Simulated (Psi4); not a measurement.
niobium atom (Nb), sextet (core potentials on Nb).

Psi4 was given this input:
```
memory 2 GB

molecule {
0 6
Nb    0.00000000    0.00000000    0.00000000
}

set {
  basis def2-tzvp
  reference uks
  scf_type pk
  puream true
  d_convergence 1e-8
  dft_radial_points 99
  dft_spherical_points 590
}

energy('b97m-v')
print_variables()
```

Q: What does this run give for the number of basis functions, total energy?

A: 
- number of basis functions: 40
- total energy: -56.8367 Eh

These values belong to the state on which the SCF converged, which isn't shown to be the lowest.
